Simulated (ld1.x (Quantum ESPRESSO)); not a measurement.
Ar, TM semilocal: configuration errors across variants

- Element: Ar (Z = 18)
- Generator: ld1.x (Quantum ESPRESSO) 7.5
- Type: norm-conserving Troullier–Martins (semilocal form)
- Functional: BLYP
- Relativity: scalar-relativistic
- Frozen core: [Ne]
- Valence charge: 8
- Reference configuration: 3s2 3p6
- Partial waves: 3s (bound): rc 1.10 bohr; 3p (bound): rc 1.25 bohr; 3d channel at 0.05 Ry: rc 1.30 bohr
- Local potential: the d channel
- Core correction: a·sin(br)/r model core, default radius (core density twice the valence density)

All-electron excitation energies from the reference (eV): (1) 3s2 3p5 15.919; (2) 3s2 3p4 44.429; (3) 3s2 3p3 86.867; (4) 3s2 3p2 144.378; (5) 3s1 3p6 30.505; (6) 3s2 3p5.5 6.479.

A semilocal file is local in each channel, so a ghost entry of none says nothing of the separable form that plane-wave codes build from it.

Errors AE − PS in meV (a dash: test not solved or not reliable):

```tsv
change	(1)	(2)	(3)	(4)	(5)	(6)	bound ghosts
base	+2.4	+22	+78	+201	+3.6	0.0	none
wave 3s (bound): rc 1.10 bohr becomes 3s (bound): rc 0.76 bohr	+4.9	+40	+144	+382	+3.8	+0.5	none
wave 3s (bound): rc 1.10 bohr becomes 3s (bound): rc 0.84 bohr	+3.4	+29	+106	+275	+1.5	+0.2	none
wave 3s (bound): rc 1.10 bohr becomes 3s (bound): rc 1.02 bohr	+2.5	+23	+82	+211	+3.1	+0.1	none
wave 3s (bound): rc 1.10 bohr becomes 3s (bound): rc 1.18 bohr	+2.3	+21	+77	+197	+3.8	0.0	none
wave 3s (bound): rc 1.10 bohr becomes 3s (bound): rc 1.32 bohr	+2.6	+23	+83	+212	+2.3	+0.1	none
wave 3s (bound): rc 1.10 bohr becomes 3s (bound): rc 1.46 bohr	+3.3	+28	+98	+252	-2.6	+0.2	none
```

Give the same row for: wave 3s (bound): rc 1.10 bohr becomes 3s (bound): rc 1.64 bohr.

+4.7, +37, +128, +325, -13, +0.5; bound ghosts: none.
